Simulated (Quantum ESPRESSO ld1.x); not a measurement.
Results of a calculation; reference values are marked as such.
These are the eigenvalues of the occupied orbitals of an atom or ion with whole-number occupations (hartree). Level of theory: Dirac Kohn-Sham, PBEsol, spin-unpolarised, spherical densities, point nucleus (ld1.x of Quantum ESPRESSO 7.5).

orbital  eigenvalue
1s1/2      -806.587
2s1/2      -117.069
2p1/2      -108.289
2p3/2      -103.483
3s1/2      -21.6755
3p1/2      -18.2703
3p3/2      -17.4543
3d3/2      -11.4230
3d5/2      -11.2640
4s1/2      -4.07207
4p1/2      -3.04719
4p3/2      -2.91843
4d3/2      -1.37770
4d5/2      -1.36242

Which element is it, and in what charge state? The configuration may be excited. Open shells, if any, fill j = l - 1/2 first.

Answer. Z = 44, ruthenium, charge +3: Ru3+ in [Kr] 4d5. The list shows which subshells hold electrons but not how many an open one holds; the 1s level, -806.59 hartree, gives Z - s = 40.2 by -(Z - s)^2/2, which with screening and relativity narrows Z to a few neighbours, and the depths of the outer levels then fix element, charge and occupations together.
